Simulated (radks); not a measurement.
Excited configurations of Tc II: one electron is placed in a higher orbital outside [Kr] 4d5. The ground configuration is [Kr] 4d5 5s1. All-electron calculation, scalar-relativistic Kohn-Sham, PBE, spin-polarised, spherical densities, finite nucleus; open shells are filled with parallel spins first (spin-orbit coupling, left out, can overturn this in heavy ions); Fermi nuclear charge, rms radius 4.4112 fm. Program: a radial shooting solver on a logarithmic mesh with Libxc functionals. Excitation = E - E(ground); binding = E(ion) - E, where the ion is the core of charge +2; n* = 2/sqrt(2 binding) in atomic units, and the quantum defect is n - n*.

outer orbital  excitation (eV)  binding (eV)     n*  quantum defect
4f                      11.914         3.686  3.843           0.157
5p                       4.838        10.762  2.249           2.751
5d                       9.883         5.717  3.085           1.915
5f                      13.061         2.539  4.629           0.371
6s                       9.025         6.575  2.877           3.123
6p                      10.342         5.258  3.217           2.783
6d                      12.131         3.469  3.961           2.039
6f                      13.775         1.825  5.461           0.539
7s                      11.829         3.771  3.799           3.201
7p                      12.435         3.165  4.147           2.853
7d                      13.293         2.307  4.857           2.143
7f                      14.238         1.362  6.321           0.679

The Delta-SCF ionisation energy is 15.600 eV (NIST Atomic Spectra Database: 15.260 eV, semi-empirical). Self-interaction in the functional shifts the binding energies and quantum defects, so they are the method's values and not measured ones. Open shells are spherical and high-spin; term and fine-structure splittings are not resolved.
